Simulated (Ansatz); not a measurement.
Ansatz (an electronic-structure program) job for FGeH5SSi, SMILES [GeH3][S][SiH2]F, CAM-B3LYP/def2-SVPD. Geometry optimised at ωB97X-D3(BJ)/def2-SVP. This is a generated structure with no PubChem entry under its InChIKey; it may be hypothetical. The values are those of a single conformer.

Ansatz 0.2 input:
```yaml
crystal:
  periodic: [false, false, false]
  atoms:
    - {symbol: Si, position_ang: [1.84406868, 0.04604207, -0.14454957]}
    - {symbol: F, position_ang: [1.42585843, -0.40295456, -1.65671339]}
    - {symbol: S, position_ang: [0.23292160, 1.10711214, 0.71808218]}
    - {symbol: Ge, position_ang: [-1.32969164, -0.38653368, 0.15361408]}
    - {symbol: H, position_ang: [2.14679146, -1.20879542, 0.58715357]}
    - {symbol: H, position_ang: [3.01617434, 0.95160238, -0.20937327]}
    - {symbol: H, position_ang: [-2.45208899, -0.23150157, 1.18367330]}
    - {symbol: H, position_ang: [-1.83470760, -0.08945116, -1.25978775]}
    - {symbol: H, position_ang: [-0.70246998, -1.78456898, 0.22748316]}
basis:
  gaussian:
    orbitals: def2-SVPD
hamiltonian:
  xc: {name: CAM-B3LYP}
```

It prints:

```
WARN ansatz: RAYON_NUM_THREADS=1 ignored (pool sized by the plan → 1); use --threads N
Functional definition: CAM-B3LYP
integrals: 0.13 GiB planned
1451 factors; their error is unknown
integrals: 0.16 GiB planned
556 factors; integrals over basis functions are off by at most 2.0e-5 eV
mean field: 1.17 GiB planned
mean field evaluation 1: about -78018.1829 eV, gradient 3.6e1 eV
mean field evaluation 2: about -78017.1664 eV, gradient 4.7e1 eV
mean field evaluation 4: about -78020.2115 eV, gradient 1.5e0 eV
mean field evaluation 8: about -78020.2182 eV, gradient 6.5e-2 eV
mean field evaluation 16: about -78020.4733 eV, gradient 3.2e-5 eV
mean field -78020.47332646 eV, -2867.1995105712 hartree, gradient 3.2e-5 eV, S^2 0.000000; 0 other end points of the search recorded, 0 dependent functions left out
reference -78020.47347220 eV, -2867.1995159269 hartree; 38, 38 occupied and 114, 114 virtual orbitals, 1451 factors
Total energy: -78020.47347220 eV, -2867.1995159269 hartree
```

Self-consistency was reached.
